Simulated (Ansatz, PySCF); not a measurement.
Reaction (SMILES): C[SiH](C)O[SiH3] → C[SiH]C + [O][SiH3] (the O-Si bond at the site shown breaks; other sites are not compared here)
Each molecule is optimised on its own at B3LYP-D3(BJ)/def2-TZVP (Ansatz, a quantum-chemistry and plane-wave program), one conformer each, not searched for the lowest. Frequencies are from Ansatz or PySCF.
Geometry of the first species:
```xyz
15

Si    -0.8654    -0.2026    -0.5782
C     -1.3404     1.5980    -0.7198
C     -1.7707    -1.0293     0.8305
O      0.7602    -0.3304    -0.3432
Si     2.0513     0.0196     0.5906
H     -1.1634    -0.9042    -1.8499
H     -2.4085     1.7019    -0.9258
H     -0.7935     2.0865    -1.5287
H     -1.1246     2.1364     0.2063
H     -1.4758    -2.0761     0.9269
H     -1.5607    -0.5311     1.7801
H     -2.8509    -0.9981     0.6683
H      3.2606    -0.5616    -0.0315
H      1.8782    -0.5489     1.9497
H      2.2207     1.4881     0.7125
```
Charge 0, spin multiplicity 1.

Property: bond dissociation energy (enthalpy at 298 K, with B3LYP-D3(BJ) rigid-rotor harmonic-oscillator terms), in kJ/mol. Correlated levels leave the core frozen unless marked. Open shells are spin-unrestricted. No spin-orbit coupling. No relativistic terms. Basis-set limits of correlation are two-point, X^-3; Hartree-Fock from the larger set. The bracket is a focal-point correction in the basis named.

```csv
level,program,bond dissociation energy (kJ/mol)
HF/cc-pV(D+d)Z,Ansatz,415.1
```

Task: What does RI-MP2/CBS(aug-cc-pV(T+d)Z,aug-cc-pV(Q+d)Z)+[CCSD(T)-MP2]/aug-cc-pV(T+d)Z (Ansatz) give?

Result: 571.8 kJ/mol, so HF/cc-pV(D+d)Z differs from it by -156.7 kJ/mol.
